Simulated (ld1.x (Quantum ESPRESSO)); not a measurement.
**Pseudopotential generation for selenium: TM semilocal, PBE, scalar-relativistic.**

| Property | Result |
| --- | --- |
| Element | selenium |
| Generator | ld1.x (Quantum ESPRESSO) 7.5 |
| Type | norm-conserving Troullier–Martins (semilocal form) |
| Functional | PBE |
| Relativity | scalar-relativistic |
| Frozen core | [Ar] 3d10 |
| Valence charge | 6 |
| Reference configuration | 4s2 4p4 |
| Partial waves | 4s (bound): rc 1.44 bohr; 4d channel at 0.15 Ry: rc 1.60 bohr; 4p (bound): rc 1.85 bohr |
| Local potential | the p channel |
| Core correction | none |

Poles of the logarithmic derivatives, all-electron (AE) and pseudo (PS). s: poles at 0.9 (AE) and 0.9 (PS) Ry. p: poles at 2.5 (AE) and 2.4 (PS) Ry. d: poles at no energy (AE) and 3.2 (PS) Ry. Test radius 2.00 bohr.

* Cutoffs needed: 40 Ry and 55 Ry (the cutoffs (Ry, on a coarse ladder) from which the occupation-weighted sum of valence levels, in a spherical-Bessel basis at the reference potential, stays within 10 and 1 mRy of its value at 400 Ry)
* Ghost test: no extra level below or beside the all-electron valence levels (s, d, p tested); the semilocal form is local in each channel, so this says nothing of the separable form that plane-wave codes build from it (spherical-Bessel basis up to 400 Ry, 20 bohr box)
* Largest excitation error: -68 meV (all-electron minus pseudo) for 4s2 4p0, out of 7 test configurations
